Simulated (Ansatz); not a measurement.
Geometry optimisation, Ansatz, RKS PBE/def2-SVP.

Input file:

```yaml
crystal:
  periodic: [false, false, false]
  atoms:
    - { symbol: Ag, position_ang: [0.0813, -0.076, -1.9593] }
    - { symbol: Cl, position_ang: [-0.6536, 0.6114, 1.5453] }
    - { symbol: Cl, position_ang: [0.5724, -0.5354, 0.414] }
total_charge: 1
basis:
  gaussian: { orbitals: def2-SVP }
hamiltonian:
  xc: pbe
relax:
  f_tol: 0.02
  max_steps: 40
```

Launched with:

```bash
$ ansatz run input.yaml --threads 1 --pin off --max-ram 2048MiB --backend cpu --events-out ev --progress --plain --runs-dir out
```

Q: Where does it end, and by what steps?

A: It converged. Limits of this set-up: the dipole of an ion depends on the origin. After 2 steps the energy has fallen by 0.027 eV; Cl3 moved furthest, 0.06 Å.

```tsv
step	energy less start (eV)	largest force component (eV/Å)	accepted
0	0.0000	0.501	yes
1	-0.0238	0.105	yes
2	-0.0266	0.018	yes
```

```xyz
3
Properties=species:S:1:pos:R:3
Ag 0.062 -0.058 -1.974
Cl -0.673 0.630 1.533
Cl 0.611 -0.572 0.441
```

Whether the end is a true minimum wasn't checked by a vibrational analysis.

Time of the run: 6 s on 1 CPU thread of a shared host.
